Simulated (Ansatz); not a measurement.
Geometry optimisation, Ansatz 0.2.0, RKS PBE0-D4/STO-3G.

The input (input.yaml):

```yaml
crystal:
  periodic: [false, false, false]
  atoms:
    - { symbol: C, position_ang: [-0.8199, -1.564, 0.1418] }
    - { symbol: C, position_ang: [-0.0662, -0.4562, 0.277] }
    - { symbol: C, position_ang: [1.2505, -0.3858, -0.424] }
    - { symbol: Si, position_ang: [1.4754, 0.8281, -1.8383] }
    - { symbol: O, position_ang: [-0.3128, 0.6348, 1.0579] }
    - { symbol: C, position_ang: [-1.5419, 0.6975, 1.7939] }
    - { symbol: H, position_ang: [-1.802, -1.6077, 0.6263] }
    - { symbol: H, position_ang: [-0.5428, -2.3346, -0.5123] }
    - { symbol: H, position_ang: [1.5685, -1.3629, -0.7416] }
    - { symbol: H, position_ang: [2.045, -0.1262, 0.3612] }
    - { symbol: H, position_ang: [0.427, 0.4612, -2.8892] }
    - { symbol: H, position_ang: [2.7843, 0.7689, -2.4085] }
    - { symbol: H, position_ang: [1.1022, 2.2459, -1.4222] }
    - { symbol: H, position_ang: [-1.5952, 1.6295, 2.3783] }
    - { symbol: H, position_ang: [-2.3983, 0.6601, 1.1158] }
    - { symbol: H, position_ang: [-1.5968, -0.1112, 2.5281] }
basis:
  gaussian: { orbitals: STO-3G }
hamiltonian:
  xc: pbe0
  dispersion: d4
relax:
  f_tol: 0.02
  max_steps: 40
scf:
  lower_state_search: "off"
output:
  orbitals: {}
```

Launched with:

```bash
$ ansatz run input.yaml --threads 1 --pin off --max-ram 2048MiB --backend cpu --events-out ev --progress --plain --runs-dir out
```

Where does it end, and by what steps?

The run converged. Limits of this set-up: minimal basis. After 7 steps the energy has fallen by 0.575 eV; H13 moved furthest, 0.15 Å.

| step | energy less start (eV) | largest force component (eV/Å) | accepted |
| --- | --- | --- | --- |
| 0 | 0.0000 | 3.238 | yes |
| 1 | -0.5142 | 1.396 | yes |
| 2 | -0.5563 | 0.460 | yes |
| 3 | -0.5701 | 0.273 | yes |
| 4 | -0.5729 | 0.149 | yes |
| 5 | -0.5742 | 0.034 | yes |
| 6 | -0.5744 | 0.022 | yes |
| 7 | -0.5745 | 0.009 | yes |

```xyz
16
Properties=species:S:1:pos:R:3
C -0.866 -1.519 0.166
C -0.020 -0.485 0.296
C 1.341 -0.408 -0.395
Si 1.372 0.843 -1.800
O -0.227 0.692 1.044
C -1.515 0.692 1.727
H -1.841 -1.563 0.644
H -0.581 -2.373 -0.447
H 1.597 -1.403 -0.775
H 2.101 -0.133 0.350
H 0.398 0.478 -2.800
H 2.683 0.852 -2.404
H 1.072 2.164 -1.304
H -1.564 1.643 2.285
H -2.363 0.647 1.018
H -1.609 -0.149 2.440
```

The run took 25 s on 1 thread of Arm Neoverse V1, with other jobs on the host, peak memory 0.12 GiB.
